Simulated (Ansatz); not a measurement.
CH₆BClOSn. Total charge 0; spin multiplicity 1. Correlated methods include outer-core shells of Sn, which these sets cover unevenly. Sn takes the def2 core potential. The bonds changed during the relaxation, so this is another structure than the one it started from.

Cartesian coordinates in Å:
```
B -2.052 -1.028 0.219
Sn 0.078 -0.454 -0.333
C 1.040 1.447 -0.601
O 1.537 -1.556 0.384
Cl -1.646 0.067 1.728
H -2.092 -2.187 0.494
H -2.840 -0.517 -0.515
H 0.298 2.220 -0.798
H 1.731 1.383 -1.443
H 1.597 1.698 0.303
H 2.349 -1.072 0.560
```

Problem. Give the diagnostics of a CCSD(T)/def2-TZVPP run (frozen core, Ansatz 0.2.0). (An estimate is asked.)

Solution. The calculation gave: T1 = 0.0136, largest single amplitude 0.028, largest double 0.051, (T) share of the correlation energy 3.8 %, 10 CCSD cycles. The RHF solution is stable towards an unrestricted one. T1 lies under the customary mark of 0.02 for closed shells.
